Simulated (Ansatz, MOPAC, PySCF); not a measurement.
Species: dimethylborinic acid, C₂H₇BO (charge 0, singlet). SMILES: CB(C)O
Coordinates optimised at B3LYP-D3(BJ)/def2-TZVP (Ansatz, an electronic-structure program):
```
B
O 1 1.3670
H 2 0.9631 1 113.54
C 1 1.5715 2 116.87 3 -178.62
H 4 1.0907 1 112.96 2 -11.80
H 4 1.0936 5 108.89 1 124.89
H 4 1.0963 5 107.69 6 114.18
C 1 1.5781 2 121.14 3 1.55
H 8 1.0933 1 111.55 2 -135.20
H 8 1.0937 9 108.06 1 -126.64
H 8 1.0960 9 105.72 10 -114.64
```

Wanted: enthalpy of formation at 298 K, in kcal/mol. Conventions: 6-311+G** with 5d; dispersion terms only where a functional's name holds one; non-relativistic; LANL2DZ all-electron up to Ne; UHF or UKS for open shells; no spin-orbit coupling; frozen cores in correlated levels; six Cartesian d functions in 6-31G* and its kin unless marked 5d. CBS marks a two-point X^-3 extrapolation of the correlation energy; Hartree-Fock from the larger set. First-principles rows: single points at B3LYP-D3(BJ) geometries (Ansatz), with unscaled harmonic terms from B3LYP/6-31G* (Ansatz) at its own minima, enthalpies of formation by atomisation with measured atoms. Semi-empirical rows: MOPAC heats of formation at their own minima for 298 K.

Coupled cluster (Ansatz) is a level with limits of its own, used here on species with T1 under 0.025 (0.045 for open shells) and stable references: CCSD(T)/CBS(aug-cc-pVTZ,aug-cc-pVQZ).

Value to compare with, CCSD(T)/CBS(aug-cc-pVTZ,aug-cc-pVQZ) (Ansatz): -95.7 kcal/mol.

```json
[
 {"level": "PM3", "program": "MOPAC", "enthalpy of formation at 298 K (kcal/mol)": "-103.0", "difference": "-7.3"},
 {"level": "PBE/LANL2DZ", "program": "Ansatz", "enthalpy of formation at 298 K (kcal/mol)": "-87.9", "difference": "7.8"},
 {"level": "PBE/def2-SVP", "program": "Ansatz", "enthalpy of formation at 298 K (kcal/mol)": "-118.1", "difference": "-22.4"},
 {"level": "BP86/6-31G* (5d)", "program": "PySCF", "enthalpy of formation at 298 K (kcal/mol)": "-120.8", "difference": "-25.1"},
 {"level": "B3LYP/STO-3G", "program": "Ansatz", "enthalpy of formation at 298 K (kcal/mol)": "-287.8", "difference": "-192.1"},
 {"level": "B3LYP/LANL2DZ", "program": "Ansatz", "enthalpy of formation at 298 K (kcal/mol)": "-62.9", "difference": "32.8"},
 {"level": "B3LYP/6-31G*", "program": "Ansatz", "enthalpy of formation at 298 K (kcal/mol)": "-91.0", "difference": "4.7"},
 {"level": "B3LYP/6-31G**", "program": "Ansatz", "enthalpy of formation at 298 K (kcal/mol)": "-100.9", "difference": "-5.2"},
 {"level": "PBE0/6-311+G**", "program": "Ansatz", "enthalpy of formation at 298 K (kcal/mol)": "-93.6", "difference": "2.1"},
 {"level": "M06-2X/6-31G* (5d)", "program": "PySCF", "enthalpy of formation at 298 K (kcal/mol)": "-97.2", "difference": "-1.5"},
 {"level": "PBE0/def2-TZVPD", "program": "Ansatz", "enthalpy of formation at 298 K (kcal/mol)": "-96.7", "difference": "-1.0"},
 {"level": "B2PLYP-D3(BJ)/def2-TZVPD", "program": "Ansatz + dftd3", "enthalpy of formation at 298 K (kcal/mol)": "-88.8", "difference": "6.9"}
]
```

Among the 10 habitual levels, B3LYP/STO-3G lies farthest from CCSD(T)/CBS(aug-cc-pVTZ,aug-cc-pVQZ) (Ansatz) (-192.1 kcal/mol) and M06-2X/6-31G* (5d) nearest (-1.5); 4 of 10 lie above it, and their mean absolute difference is 30.1 kcal/mol, the median 7.5. One case shows no general order.

The levels are drawn from those run, B3LYP/6-31G* more often than the rest, none by its result; left out are runs that failed, that the program found above a lower state of the same kind, or whose <S^2> lies over 0.5 above the pure value.
